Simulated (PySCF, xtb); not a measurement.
MoS₂ClBr, SMILES [S]=[Mo](=[S])([Cl])[Br], multiplicity 1.

GFN2-xTB run with xtb at its own geometry gives an orbital gap of 1.79 eV and a dipole moment of 4.17 D.

The structure is a stationary point at B3LYP-D3(BJ)/def2-SVP. The multiplicity is an assumed one; no other spin state was optimised. The structure was generated by enumeration; whether it is a known compound was not checked. The def2 effective core potentials stand for the cores of Mo; spin–orbit coupling is left out.

**Question.** What does M06-2X/def2-TZVP in PySCF give? (Estimate from the structure and the level; the computed values follow.)

**Answer.** gap 5.54 eV (levels -8.82 and -3.28 eV), dipole 0.40 D.
